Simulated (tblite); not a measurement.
C7H9O3P.
Geometry (GFN2-xTB, Å), atoms numbered from 1 in this order:
```
atom  x, y, z in Å
C1     3.3899   -0.0878   -0.0331
C2     1.8923   -0.0737   -0.0243
C3     1.1918    0.9848    0.5443
C4    -0.1905    1.0002    0.5422
C5    -0.8852   -0.0504   -0.0342
P6    -2.6873   -0.0698   -0.0377
O7    -3.3749   -1.1096   -0.8115
O8    -3.1337    1.4178   -0.4832
O9    -3.0511   -0.0811    1.5231
C10   -0.2032   -1.1091   -0.6097
C11    1.1786   -1.1185   -0.6036
H12    3.7600    0.1769   -1.0237
H13    3.7657   -1.0800    0.2075
H14    3.7913    0.6251    0.6824
H15    1.7366    1.8028    0.9943
H16   -0.7410    1.8167    0.9835
H17   -3.5115    1.3764   -1.3608
H18   -3.8757   -0.5533    1.6463
H19   -0.7710   -1.9117   -1.0554
H20    1.7137   -1.9449   -1.0495
```

Level: GFN2-xTB in tblite, geometry and Hessian alike; calculated harmonic values, unscaled, isolated species. The method is semi-empirical: single wavenumbers can be off by several per cent or more. One conformer, not necessarily the lowest. The optimisation stopped once no atom felt more than 0.01 eV/Å.

Lowest wavenumbers of the output (negative numbers stand for imaginary wavenumbers):
```
mode    cm-1
  1     -35.6
  2      25.3
  3      72.1
  4     103.7
  5     131.9
  6     175.0
  7     221.9
  8     260.2
```

Task: Is this structure a minimum?

Result: Not by this Hessian. 1 mode is imaginary beyond 20i (36i cm⁻¹), so at this level the point lies at or near a first-order saddle. The curvature is small, so loose convergence or finite differences may be the whole cause.

Task: Which atoms move in the imaginary mode?

Result: 36i: H12 (methyl hydrogen) 36 %, H13 (methyl hydrogen) 33 %, H14 (methyl hydrogen) 29 %. These are shares of the mass-weighted motion.

Task: What is the remedy?

Result: Step along that mode in both directions, optimise again with tighter thresholds and repeat the frequencies. The zero-point energy of this point (92.1 kcal/mol) counts the 53 real modes alone, and thermal corrections from it aren't those of a minimum.
